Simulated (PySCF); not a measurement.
H₂TeS (singlet). Method: PBE0 in PySCF with Te def2-TZVP with ECP28, S def2-TZVP, H def2-TZVP; scalar-relativistic core potentials, no spin–orbit coupling; density-fitted integrals.

Harmonic bands of its minimum:

```csv
ω (cm⁻¹),IR (km/mol)
451,34.7
641,0.9
674,31.5
884,27.7
1963,87.1
1977,185
```

Q: The central atom is Te. Infer the point group and assign the bands.

A: Cs. The modes span 4a' + 2a'': 451 a', 641 a'', 674 a', 884 a', 1963 a'', 1977 a'. The computed geometry has Te–H 1.692 Å (×2), Te–S 2.244 Å; H–Te–H 86.5°, H–Te–S 104.9° (×2).

Only a few start shapes were tried, so a lower isomer may exist.
